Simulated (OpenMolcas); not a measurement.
# Multiplet structure of Ru⁺

| Item | Value |
| --- | --- |
| Program | OpenMolcas 26.06 |
| Method | SS-CASPT2, IPEA 0.25 Eh, imaginary shift 0.1 Eh (closed shells correlated: 4s 4p) |
| Basis | ANO-RCC-VQZP [8s7p5d3f2g1h] |
| Scalar Hamiltonian | DKH2, point nucleus |
| Active space | 7 electrons in 5 orbitals (4d) |
| State averaging | 2S+1 = 4 even, 10 roots; 2S+1 = 2 even, 40 roots |
| Spin-orbit coupling | RASSI with atomic mean-field integrals over the reference wave functions, term energies averaged over their components |

Spin-free terms above the lowest, with the occupations of the reference:

```json
{"Configuration": "4d7", "Term": "4F", "E (cm-1)": "0.0", "Occupations": "4d 7.00"}
{"Configuration": "4d7", "Term": "4P", "E (cm-1)": "8630", "Occupations": "4d 7.00"}
{"Configuration": "4d7", "Term": "2G", "E (cm-1)": "10220", "Occupations": "4d 7.00"}
{"Configuration": "4d7", "Term": "2P", "E (cm-1)": "13460", "Occupations": "4d 7.00"}
{"Configuration": "4d7", "Term": "2H", "E (cm-1)": "13600", "Occupations": "4d 7.00"}
{"Configuration": "4d7", "Term": "2D(1)", "E (cm-1)": "14190", "Occupations": "4d 7.00"}
{"Configuration": "4d7", "Term": "2F", "E (cm-1)": "21850", "Occupations": "4d 7.00"}
{"Configuration": "4d7", "Term": "2D(2)", "E (cm-1)": "35600", "Occupations": "4d 7.00"}
```

With spin-orbit coupling, above the lowest level:

| Configuration | Term | J | E (cm-1) | Measured (cm-1) | Term weight % | Second |
| --- | --- | --- | --- | --- | --- | --- |
| 4d7 | 4F | 9/2 | 0.0 | 0.0 | 98 |  |
| 4d7 | 4F | 7/2 | 1566 | 1523 | 100 |  |
| 4d7 | 4F | 5/2 | 2580 | 2494 | 99 |  |
| 4d7 | 4F | 3/2 | 3230 | 3104 | 98 | 2 2D(1) |
| 4d7 | 4P | 5/2 | 9640 | 8257 | 98 |  |
| 4d7 | 4P | 3/2 | 9820 | 8478 | 85 | 14 2P |
| 4d7 | 4P | 1/2 | 10770 | 9374 | 95 | 5 2P |
| 4d7 | 2G | 9/2 | 10990 |  | 89 | 9 2H |
| 4d7 | 2G | 7/2 | 12530 |  | 99 |  |
| 4d7 | 2P | 3/2 | 14190 |  | 56 | 31 2D(1) |
| 4d7 | 2H | 11/2 | 14760 |  | 100 |  |
| 4d7 | 2D(1) | 5/2 | 15440 |  | 97 |  |
| 4d7 | 2P | 1/2 | 16010 |  | 95 | 5 4P |
| 4d7 | 2H | 9/2 | 16290 |  | 91 | 9 2G |
| 4d7 | 2D(1) | 3/2 | 18230 |  | 66 | 30 2P |
| 4d7 | 2F | 5/2 | 23060 |  | 99 |  |
| 4d7 | 2F | 7/2 | 23810 |  | 99 |  |
| 4d7 | 2D(2) | 3/2 | 36930 |  | 100 |  |
| 4d7 | 2D(2) | 5/2 | 37700 |  | 99 |  |

Against the 6 measured excited levels shown (NIST Handbook of Basic Atomic Spectroscopic Data) the mean absolute deviation is 730 cm-1; the largest miss in energy is 4d7 4P 1/2: computed 10770, measured 9374 cm-1 (+14.9 %).

Spin-orbit coupling puts the lowest level 1630 cm-1 below the lowest spin-free term.

A least-squares Racah fit to the terms below 60000 cm-1, each weighted by 2L + 1 and with a free common offset, gives B = 585 cm-1 and C = 2689 cm-1 (C/B = 4.60), with an rms deviation of 256 cm-1.

For 4F the intervals divided by the larger J are -260.1, -290.3, -348.1 cm-1. Landé's interval rule makes them equal in pure LS coupling; they differ by 29 % of their mean. The multiplet is inverted.

Term energies are means over components that CASPT2 splits; among the terms shown or strongly mixed into the levels shown the widest spread is 490 cm-1 (4d7 2H). Configurations with an s electron lie low at this charge and mix in, so terms can be misplaced. The CASPT2 spread within a term exceeds the gap to the next term for 4d7 2P and 4d7 2H, so the order of their levels is uncertain. Some terms miss by over 15 % even with CASPT2, which points to a basis or an active space too small for the shells correlated. Computed and measured levels are paired by configuration, term and J; levels that our copy of the source lacks, or whose pairing is in doubt (as where it misses far off the trend of its configuration), stay unpaired and out of the deviations. Only configurations of the active space appear.

The term weight is that of the spin-free term in the level, not the purity of its configuration. A number in round brackets counts repeated terms of one configuration in the order of the reference energies.
